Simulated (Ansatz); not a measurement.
Two structures of GeHCl$_{2}$F, closed shell, reached by relaxing down either side of one saddle point (PBE0-D4/def2-TZVP). Energies are electronic, without zero-point energy. Program: Ansatz 0.2.0. Basis: def2-TZVPP and def2-QZVPP. Cores are frozen in the correlated methods. Filled d shells of the heavier atoms are correlated. The def2 sets are not built for correlating such inner shells, so the correlated values are less sure here. Extrapolation: Hartree–Fock as exp(−7.88 √X), correlation as X^−2.97. First:

```xyz
5
angstrom
Ge 0.3188 -1.0437 0.8542
F -0.2002 -1.2115 -0.8318
H -1.1407 0.8798 -0.8130
Cl -1.2272 1.4663 0.3288
Cl 2.2494 -0.0910 0.4619
```

Second:

```
5
angstrom
Ge 0.1718 -0.5888 1.1235
F -0.5721 -0.8223 -1.2091
H -0.8919 0.0576 -1.1476
Cl -0.8922 1.3518 0.7117
Cl 2.1844 0.0015 0.5215
```

**Question.** Which bonds change from the first to the second?

**Answer.** GeClF + HCl → GeCl₂ + HF; bonds formed: Ge1–Cl4, F2–H3; bonds broken: Ge1–F2, H3–Cl4.

**Question.** Give the saddle point's structure and its height above each. (To be estimated.)

**Answer.** Computed: 8.43 kcal/mol above the first and 11.30 kcal/mol above the second (CCSD(T) at an estimated basis limit (MP2 extrapolated from triple and quadruple zeta, plus CCSD(T) − MP2 in triple zeta)).
```json
{"atom": "Ge1", "x (Å)": "0.1858", "y (Å)": "-0.8049", "z (Å)": "0.8823"}
{"atom": "F2", "x (Å)": "-0.4051", "y (Å)": "-0.8153", "z (Å)": "-0.9656"}
{"atom": "H3", "x (Å)": "-0.8806", "y (Å)": "0.3300", "z (Å)": "-0.6932"}
{"atom": "Cl4", "x (Å)": "-1.0863", "y (Å)": "1.3515", "z (Å)": "0.3254"}
{"atom": "Cl5", "x (Å)": "2.1862", "y (Å)": "-0.0614", "z (Å)": "0.4512"}
```

The search had been set up for a 1,1-elimination (forming F2–H3, breaking Ge1–F2, Ge1–H3); from that guess it ended on this step instead.

T1 diagnostic: at most 0.013.

For scale, one of the runs: CCSD(T)/def2-TZVPP, 177 basis functions (an equivalent command: `ansatz run in.yaml --threads 4`). Hardware: 4 CPU threads, shared host. Wall time 48 s; peak host memory 1.6 GiB.
